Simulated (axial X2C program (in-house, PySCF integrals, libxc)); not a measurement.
NaTi⁻: from the spin-free to the two-component result

All values were computed with an in-house all-electron X2C program for linear molecules (integrals from PySCF). Spin-free means the one-electron spin-free X2C Hamiltonian; two-component (2c) means X2C with spin–orbit coupling and atomic mean-field two-electron Coulomb and Gaunt terms, so the difference of the two also holds small scalar two-electron terms. Basis: Ti dyall-acv3z [11s11p7d4f2g], Na dyall-av3z [10s9p5d2f] (cores contracted in-house); Gaussian nuclei, density fitting, unrestricted open shells. Masses: Ti 47.948 u, Na 22.990 u.

Spin-free state: M_S = 2, Λ = 2 (beyond evenly filled blocks: σα, π+α, π-α, δ+α); fragments Ti + Na-.

```tsv
level	Re (Å)	ωe (cm⁻¹)	μ (D)
PBE0	3.344	107.1	-4.18
```

Dipoles are positive if Na is the positive end and refer to the centre of mass.

Two-component determinant lowest at the distance of the search:

Ω = 4 (⟨Sz⟩ = 2.00, ⟨Lz⟩ = 2.00 at PBE0); fragments Ti + Na-.

```tsv
level	Re (Å)	ωe (cm⁻¹)	μ (D)
PBE0	3.345	107.1	-4.18
```

(1) From the two tables, how do the constants change at the PBE0 level (2c against spin-free)?

The state is a single determinant with fixed occupations, the lowest that a limited PBE0 search found. De is not given where an atomic determinant may have missed its ground term or J level, or where the truncated virtual space spoils (T). Density functionals use the spin component along the axis (collinear). PBE0 can misorder states that lie within some tenths of an eV, so this need not be the ground state of the molecule. The nearest other spin-free determinant of the search, M_S = 2, Λ = 0, lies 0.07 eV up at the distance of the search. The functionals have no current-density term, which raises determinants with orbital currents, atoms included. The spin of this state cannot come from the lowest atoms; the curve heads to a higher limit, and no De is given. With several unpaired electrons one determinant need not be a pure state. A state of lower Ω lies just above, and one determinant can place such states too high, so the state shown need not be the lowest. The search has Ω = 2 only 0.05 eV up. Open-shell Ω = 0 determinants with evenly filled partner blocks cannot be reached by this program, so the Ω shown need not be the lowest component. The highest occupied level of some functionals is positive through self-interaction error; at Hartree–Fock it is bound.

Results:

(1) At the PBE0 level Re is unchanged within 0.001 Å and ωe is unchanged to within 0.2 cm⁻¹.
